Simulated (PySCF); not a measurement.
# From a computed spectrum to the compound

A species of 8 atoms with charge -1 has these harmonic modes (PBE0, small Gaussian bases with core potentials, PySCF 2.14.0):

```json
{"cm⁻¹": "37", "km/mol": "4.1", "symmetry": "e"}
{"cm⁻¹": "37", "km/mol": "4.1", "symmetry": "e"}
{"cm⁻¹": "60", "km/mol": "39.0", "symmetry": "a1"}
{"cm⁻¹": "60", "km/mol": "10.1", "symmetry": "e"}
{"cm⁻¹": "60", "km/mol": "10.1", "symmetry": "e"}
{"cm⁻¹": "123", "km/mol": "0.0", "symmetry": "a2"}
{"cm⁻¹": "229", "km/mol": "1.5", "symmetry": "a1"}
{"cm⁻¹": "243", "km/mol": "56.5", "symmetry": "e"}
{"cm⁻¹": "243", "km/mol": "56.5", "symmetry": "e"}
{"cm⁻¹": "246", "km/mol": "2.2", "symmetry": "a1"}
{"cm⁻¹": "436", "km/mol": "58.2", "symmetry": "e"}
{"cm⁻¹": "436", "km/mol": "58.2", "symmetry": "e"}
{"cm⁻¹": "1076", "km/mol": "162.3", "symmetry": "a1"}
{"cm⁻¹": "1626", "km/mol": "19.7", "symmetry": "e"}
{"cm⁻¹": "1626", "km/mol": "19.7", "symmetry": "e"}
{"cm⁻¹": "3514", "km/mol": "8.1", "symmetry": "a1"}
{"cm⁻¹": "3654", "km/mol": "23.9", "symmetry": "e"}
{"cm⁻¹": "3654", "km/mol": "23.9", "symmetry": "e"}
```

**Question.** Which species is it, and in which structure?

**Answer.** [DyCl3(NH3)]− (singlet in the valence; each metal's 4f electrons, 10 of them, lie in its core potential, out of spins and levels):
```xyz
8

Dy    0.0687   -0.0687    0.0687
Cl    1.2385    2.0721    1.2385
Cl   -2.0721   -1.2385    1.2385
Cl    1.2385   -1.2385   -2.0721
N    -1.4555    1.4555   -1.4555
H    -2.0560    2.0560   -0.8925
H    -0.8925    2.0560   -2.0560
H    -2.0560    0.8925   -2.0560
```
Ideal gas at 298.15 K and 1 bar: S = 463.0 J/(mol K), Cp = 125.8 J/(mol K), H − H(0 K) = 29.5 kJ/mol (rigid rotor, harmonic modes, spin degeneracy alone, that of the 4f electrons in the core included; the modes under 60 cm⁻¹ make these uncertain). An lcecp potential fixes the number of 4f electrons, so in runs with it no electron can move into or out of that shell; real Dy(II) is rare or takes another configuration.
 Other answers can fit too; this one was computed.
